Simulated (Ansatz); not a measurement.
System: C$_{5}$H$_{11}$S, charge 0, multiplicity 2. It need not be the lowest isomer of its formula. 
Geometry from a B3LYP-D3(BJ)/def2-TZVP (Ansatz, a quantum-chemistry and plane-wave program) optimisation:
```xyz
17

C     -3.5398     0.8310    -0.4602
C     -2.1477     1.0442     0.1268
C     -1.1345     0.0038    -0.3449
C      0.2605     0.2136     0.2405
C      1.2584    -0.8326    -0.2403
S      2.9353    -0.6683     0.3973
H     -4.2425     1.5875    -0.1067
H     -3.5179     0.8810    -1.5516
H     -3.9375    -0.1482    -0.1830
H     -1.7861     2.0428    -0.1383
H     -2.2025     1.0215     1.2199
H     -1.0780     0.0254    -1.4393
H     -1.4947    -0.9969    -0.0799
H      0.6300     1.2077    -0.0255
H      0.2137     0.1864     1.3325
H      1.3416    -0.8296    -1.3333
H      0.9275    -1.8453     0.0174
```
Charge 0, spin multiplicity 2.

Wanted: atomisation energy (electronic, to ground-state atoms); the coupled-cluster value holds the core correlation from cc-pwCVTZ, in kcal/mol. Cores are frozen in the correlated levels unless marked. Open shells are spin-unrestricted. No spin-orbit coupling. No relativistic terms. Basis-set limits of correlation are two-point, X^-3; Hartree-Fock from the larger set. The bracket is a focal-point correction in the basis named.

Level to compare with: RI-MP2/CBS(cc-pV(T+d)Z,cc-pV(Q+d)Z)+[CCSD(T)-MP2]/cc-pV(T+d)Z plus the core term (Ansatz), 1566.6 kcal/mol. It is a level with limits of its own, and the differences hold the functionals' basis error too.

Q: Rank these functionals by how close they come to RI-MP2/CBS(cc-pV(T+d)Z,cc-pV(Q+d)Z)+[CCSD(T)-MP2]/cc-pV(T+d)Z, closest first: r2SCANh/def2-TZVPD (Ansatz); PBE/def2-TZVPD (Ansatz); BLYP/def2-TZVPD (Ansatz); B97M-V/def2-TZVPD (Ansatz).

A: B97M-V/def2-TZVPD (meta-GGA with VV10, 1562.4 kcal/mol, difference -4.2), r2SCANh/def2-TZVPD (hybrid meta-GGA, 1557.8 kcal/mol, difference -8.8), PBE/def2-TZVPD (GGA, 1582.3 kcal/mol, difference 15.7), BLYP/def2-TZVPD (GGA, 1533.8 kcal/mol, difference -32.8)
